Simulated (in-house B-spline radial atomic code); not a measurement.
La⁶⁺: [Kr] 4d10 5s2 5p3

Computed with a radial B-spline atomic code at the basis-set limit: Dirac-Kohn-Sham PBEsol, spherical fractional occupations, Fermi nucleus of rms radius 4.855 fm.

Z_r = [3n² - l(l+1)]/(2<r>); Z_e = n√(-2ε); the last column is Slater's effective charge. Values are occupation-weighted means over j. An effective charge above Z reflects the relativistic contraction of the inner shells.

| shell | electrons | ε (eV) | <r> (bohr) | Z_r | Z_e | Slater |
| --- | --- | --- | --- | --- | --- | --- |
| 1s | 2 | -38769 | 0.02508 | 59.82 | 53.38 | 56.70 |
| 2s | 2 | -6229.2 | 0.107 | 56.07 | 42.79 | 52.85 |
| 2p | 6 | -5604.8 | 0.09399 | 53.20 | 40.59 | 52.85 |
| 3s | 2 | -1387.4 | 0.285 | 47.38 | 30.29 | 45.75 |
| 3p | 6 | -1186.4 | 0.2828 | 44.21 | 28.01 | 45.75 |
| 3d | 10 | -890.71 | 0.26 | 40.39 | 24.27 | 35.85 |
| 4s | 2 | -334.98 | 0.6532 | 36.74 | 19.85 | 29.25 |
| 4p | 6 | -269.16 | 0.6909 | 33.29 | 17.79 | 29.25 |
| 4d | 10 | -172.35 | 0.7621 | 27.56 | 14.24 | 17.85 |
| 5s | 2 | -101.86 | 1.464 | 25.61 | 13.68 | 12.30 |
| 5p | 3 | -83.197 | 1.62 | 22.54 | 12.36 | 12.30 |

The least bound orbital is 5p3/2 at -82.1 eV, and it is also the most diffuse (<r> = 1.637 bohr).

Spin-orbit splittings of the orbital energies (j = l + 1/2 above j = l - 1/2 when positive): 2p 412.9 eV, 3p 80.48 eV, 3d 17.23 eV, 4p 17.26 eV, 4d 3.02 eV, 5p 3.284 eV.

For the 1s electron the small component carries 4.44 % of the norm, the zero-frequency Breit interaction raises the level by 103.5 eV, self-energy by 60.23 eV, and vacuum polarisation lowers it by 8.836 eV.

The density falls to 0.001 bohr⁻³ at 3.066 bohr; Σ<r²> = 26.148 bohr² gives, by the non-relativistic formula and without the paramagnetism of open shells, a Langevin diamagnetic susceptibility of -20.71×10⁻⁶ cm³/mol.
